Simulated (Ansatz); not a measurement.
```yaml
crystal:
  periodic: [false, false, false]
  atoms:
    - {symbol: B, position_ang: [-0.482370, 1.291629, -0.314747]}
    - {symbol: C, position_ang: [0.586388, -0.026955, -0.165236]}
    - {symbol: C, position_ang: [0.036147, -1.484352, 0.400825]}
    - {symbol: N, position_ang: [0.705870, -0.843321, 1.417561]}
    - {symbol: H, position_ang: [-0.325555, 2.182273, -1.303895]}
    - {symbol: H, position_ang: [-1.500271, 1.417540, 0.547267]}
    - {symbol: H, position_ang: [1.629109, -0.084493, -0.792794]}
    - {symbol: H, position_ang: [-0.546279, -2.516273, 0.148298]}
basis:
  gaussian: {orbitals: STO-3G}
hamiltonian: {xc: {name: wB97}, pseudopotentials: {relativity: scalar}}
scf: {lower_state_search: light}
```

```sh
$ ansatz run in.yaml --threads 2 --pin off --events-out ev --progress --plain --max-ram 4352MiB
```

It prints (some lines left out):

```
Functional definition: wB97
325 factors; integrals over basis functions are off by at most 5.1e-5 eV
151 factors; integrals over basis functions are off by at most 5.9e-6 eV
mean field evaluation 1: about -4243.8353 eV, gradient 3.3e1 eV
mean field evaluation 2: about -4241.5707 eV, gradient 4.7e1 eV
mean field evaluation 4: about -4247.4355 eV, gradient 9.7e-1 eV
mean field evaluation 8: about -4247.2382 eV, gradient 1.8e-2 eV
mean field -4247.23819962 eV, -156.0831249544 hartree, gradient 2.9e-5 eV, S^2 0.000000; 0 other end points of the search recorded, 0 dependent functions left out
reference -4247.23819396 eV, -156.0831247467 hartree; 14, 14 occupied and 10, 10 virtual orbitals, 325 factors
Total energy: -4247.23819396 eV, -156.0831247467 hartree
Relativity: scalar
```

It took 1.1 s on 2 threads of an Arm Neoverse V1 on a shared host, with 0.12 GiB of host memory at the peak.
